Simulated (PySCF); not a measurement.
Computed IR spectrum (relative IR intensity) of a molecule C₃H₁₂Si₃. Coordinates come from a PBE0-D3(BJ)/def2-SVP optimisation. Other conformers were not sampled. All values below come from PBE0-D3(BJ)/def2-SVP in PySCF. Frequencies are harmonic and unscaled.

Lines under 2 % of the strongest are left out, and lines within 2 cm⁻¹ are merged.

ν (cm⁻¹): 405 (vw), 541 (vw), 608 (w), 632 (vw), 665 (m), 684 (w), 714 (w), 752 (m), 808 (m), 847 (m), 919 (vs), 923 (m), 935 (w), 943 (w), 951 (m), 957 (vw), 1110 (w), 1222 (vw), 1416 (vw), 2205 (m), 2216 (s), 2223 (s), 2228 (m), 2232 (s), 3049 (vw), 3054 (vw), 3121 (vw) (against the strongest line: vs over 80 %, s over 45 %, m over 15 %, w over 4 %, vw less)

Which structure fits?
A) C=C([SiH3])[SiH2][SiH2]C
B) [SiH3]C[C@H]1C[SiH2][SiH2]1
C) C[C@@H]1C[SiH2][SiH2][SiH2]1
D) C[Si@H]1[SiH2]C[C@@H]1[SiH3]

B, [SiH3]C[C@H]1C[SiH2][SiH2]1
